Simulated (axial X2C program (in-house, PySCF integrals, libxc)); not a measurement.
**Density and ELF of AsSe⁺**

All values were computed with an in-house all-electron X2C program for linear molecules (integrals from PySCF). Two-component (2c) means X2C with spin–orbit coupling and atomic mean-field two-electron Coulomb and Gaunt terms. Basis: Se dyall-v3z [8s9p6d1f], As dyall-v3z [9s9p6d1f] (cores contracted in-house); Gaussian nuclei, density fitting, unrestricted open shells. Masses: Se 79.917 u, As 74.922 u.

PBE0, two-component, state Ω = 0 (closed shell); Se at z = 0, As at z = 2.066 Å.

The maps cover the half plane through the axis: z from -2.4 to 4.2 Å along the bond, ρ from 0.15 to 2.25 Å away from it.

log10 of the density in e/bohr³:

```
 ρ\z  -2.4  -1.8  -1.2  -0.6   0.0   0.6   1.2   1.8   2.4   3.0   3.6   4.2
0.15  -3.6  -2.5  -1.5  -0.5   1.4  -0.5  -0.8   0.8   0.6  -1.1  -2.0  -3.0
0.45  -3.7  -2.6  -1.6  -0.8   0.1  -0.7  -0.9  -0.1  -0.3  -1.2  -2.1  -3.1
0.75  -3.8  -2.8  -1.8  -1.1  -0.8  -1.0  -1.2  -1.0  -1.0  -1.5  -2.3  -3.3
1.05  -4.0  -3.0  -2.1  -1.5  -1.2  -1.4  -1.5  -1.4  -1.4  -1.8  -2.6  -3.5
1.35  -4.2  -3.3  -2.5  -1.9  -1.7  -1.7  -1.8  -1.8  -1.9  -2.2  -2.9  -3.8
1.65  -4.5  -3.6  -2.9  -2.4  -2.2  -2.2  -2.2  -2.3  -2.4  -2.7  -3.3  -4.1
1.95  -4.7  -4.0  -3.3  -2.9  -2.6  -2.6  -2.7  -2.7  -2.8  -3.2  -3.7  -4.4
2.25  -5.0  -4.4  -3.8  -3.4  -3.2  -3.1  -3.1  -3.2  -3.3  -3.6  -4.1  -4.8
```

Electron localisation function (collinear form, no current term, damped to 0 at low density):

```
 ρ\z  -2.4  -1.8  -1.2  -0.6   0.0   0.6   1.2   1.8   2.4   3.0   3.6   4.2
0.15  0.02  0.52  0.86  0.21  0.24  0.16  0.48  0.78  0.73  0.72  0.91  0.49
0.45  0.01  0.46  0.84  0.38  0.49  0.29  0.60  0.37  0.29  0.81  0.89  0.40
0.75  0.01  0.34  0.79  0.76  0.30  0.65  0.68  0.21  0.32  0.88  0.84  0.23
1.05  0.00  0.19  0.67  0.82  0.73  0.73  0.66  0.51  0.68  0.86  0.70  0.07
1.35  0.00  0.07  0.45  0.69  0.70  0.66  0.58  0.51  0.67  0.71  0.41  0.01
1.65  0.00  0.01  0.20  0.45  0.52  0.52  0.44  0.34  0.43  0.40  0.12  0.00
1.95  0.00  0.00  0.05  0.21  0.30  0.33  0.27  0.18  0.18  0.12  0.01  0.00
2.25  0.00  0.00  0.01  0.05  0.11  0.13  0.11  0.07  0.05  0.02  0.00  0.00
```

One determinant describes the state; a PBE0 search over occupations chose it and may have missed a lower one.
